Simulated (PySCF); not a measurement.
MoO₂FBr, SMILES [O]=[Mo](=[O])([F])[Br], multiplicity 1. Geometry: B3LYP-D3(BJ)/def2-SVP. The spin state was assumed, not searched. The structure was generated by enumeration; whether it is a known compound was not checked. The def2 effective core potentials stand for the cores of Mo; spin–orbit coupling is left out.

Computed equilibrium geometry at B3LYP-D3(BJ)/def2-SVP (PySCF confirms it by a frequency run) as a Z-matrix, and its point group:
point group Cs.
```
Mo
O 1 1.6736
O 1 1.6736 2 106.68
F 1 1.8470 2 110.32 3 -119.83
Br 1 2.4170 2 109.01 3 117.58
```
Charge 0, spin multiplicity 1.
